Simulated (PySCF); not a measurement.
Ligands exchanged one at a time, Ga H-F. Isolated molecules, 0 K electronic values unless said otherwise. Strings in code marks are SMILES.

The LUMO from two functionals at the same geometries (PBE0-D3(BJ)/def2-TZVP), both in PySCF: PBE-D3(BJ)/def2-TZVP and PBE0-D3(BJ)/def2-TZVP. 

| species | PBE-D3(BJ)/def2-TZVP (eV) | PBE0-D3(BJ)/def2-TZVP (eV) |
|---|---|---|
| 0 of 3 H replaced by F (`[GaH3]`) | -2.65 | -1.82 |
| 1 of 3 H replaced by F (`[F][GaH2]`) | -2.42 | -1.62 |
| 2 of 3 H replaced by F (`[F][GaH][F]`) | -2.16 | -1.36 |
| 3 of 3 H replaced by F (`[F][Ga]([F])[F]`) | -3.37 | -2.35 |

Over these rows, drawn at random from the members with no instability flagged (it was tested for open shells, ions and some series alone), PBE minus PBE0-D3(BJ): mean -0.86 eV, from -1.02 eV to -0.80 eV.
